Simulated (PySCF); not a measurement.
C₃H₅ClO₂S.
Cartesian coordinates in Å at the GFN2-xTB level; atoms count from 1:
```xyz
12
C3H5ClO2S angstrom
C      2.010   -0.231   -0.265
C      0.527   -0.289   -0.282
C     -0.286    0.553    0.322
S     -2.022    0.255    0.171
O     -2.759    1.477    0.184
O     -2.286   -0.713   -0.844
Cl    -2.388   -0.663    1.964
H      2.386   -0.152   -1.284
H      2.369    0.610    0.320
H      2.404   -1.156    0.155
H      0.075   -1.095   -0.846
H     -0.028    1.404    0.922
```

Method: TDDFT B3LYP/def2-SVPD, vertical, gas phase, core orbitals frozen in the response (PySCF).

Kohn–Sham orbitals with the atoms that hold most of them (Löwdin shares over 4%, at most four atoms; ? is withheld):

```
orbital  ε (eV)                            atoms
 LUMO+2    0.01  C1 27%, S4 13%, C2 10%, H10 10%
 LUMO+1   -1.06  Cl7 21%, C3 20%, C2 19%, S4 16%
   LUMO       ?                                ?
   HOMO   -8.55                                ?
 HOMO-1   -8.76          Cl7 48%, O5 26%, O6 24%
 HOMO-2   -9.40  O5 35%, Cl7 23%, S4 12%, C3 12%
 HOMO-3   -9.55   O6 48%, O5 21%, Cl7 15%, S4 8%
```

**Question.** Give the leading atoms of the LUMO.

**Answer.** Cl7 (bonded to S) 26%; C2 (bonded to 2 C and H) 19%; S4 (bonded to C, Cl and 2 O) 19%; C3 (bonded to C, S and H) 14%. By element: carbon 33% or more, chlorine 26%, sulfur 19%.

**Question.** Which atoms hold the HOMO, and with what shares?

**Answer.** C3 (bonded to C, S and H) 30%; Cl7 (bonded to S) 24%; C2 (bonded to 2 C and H) 23%; C1 (bonded to C and 3 H) 6%. By element: carbon 59%, chlorine 24%.

**Question.** What is the LUMO energy, and the HOMO–LUMO gap?

**Answer.** ε(LUMO) = -2.19 eV; the gap is 6.35 eV (0.2335 hartree).

**Question.** The HOMO–LUMO gap is 6.35 eV. Where does the response calculation put the lowest singlet, and from which orbitals?

**Answer.** S1 is at 5.45 eV (f = 0.0048), 0.90 eV below the gap, made of HOMO-1→LUMO (85%), HOMO→LUMO (9%). Its leading pair isn't HOMO and LUMO; the energies of that pair differ by 6.56 eV. 

**Question.** Give energy, strength and leading configuration of S1 and S2, and follow the Löwdin shares of the leading atoms from the occupied to the empty orbital.

**Answer.** 
- S1 (5.45 eV, f 0.0048), HOMO-1→LUMO (85%): Cl7 48% → 26%, O5 26% → at most 14%, C2 at most 3% → 19%
- S2 (5.55 eV, f 0.075), HOMO→LUMO (76%): C3 30% → 14%, Cl7 24% → 26%, C2 23% → 19%

The run took about 70 s of CPU time (one thread, shared machine).

One conformer stands for the species.
